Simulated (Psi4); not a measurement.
Intermolecular potential of H3ClSi ··· H3ClSi (SMILES [SiH3]Cl and [SiH3]Cl), singlet. Monomers: optimised at B3LYP-D3(BJ) (def2-TZVP), held rigid. Orientation: lowest of the rigid-body minima from ten starts at GFN2-xTB. R is the distance of the centres of mass, along which the second monomer moves.

Method: SAPT0/jun-cc-pVDZ, frozen core run with Psi4 1.11.

Components in kJ/mol:

| R / Å | electrostatics | exchange | induction | dispersion | total |
|---|---|---|---|---|---|
| 3.07 | -53.75 | 115.75 | -14.41 | -25.90 | 21.68 |
| 3.27 | -32.03 | 63.38 | -7.94 | -18.32 | 5.09 |
| 3.44 | -21.11 | 37.68 | -4.83 | -13.77 | -2.03 |
| 3.64 | -13.35 | 20.25 | -2.74 | -9.95 | -5.78 |
| 3.85 | -8.63 | 10.45 | -1.53 | -7.15 | -6.86 |
| 4.04 | -6.07 | 5.70 | -0.93 | -5.35 | -6.65 |
| 4.38 | -3.58 | 1.90 | -0.40 | -3.27 | -5.35 |
| 4.61 | -2.69 | 0.90 | -0.24 | -2.39 | -4.41 |
| 5.16 | -1.58 | 0.15 | -0.09 | -1.20 | -2.72 |
| 5.87 | -0.96 | 0.01 | -0.03 | -0.55 | -1.53 |
| 6.86 | -0.56 | 0.00 | -0.01 | -0.22 | -0.79 |
| 8.12 | -0.32 | 0.00 | 0.00 | -0.08 | -0.41 |
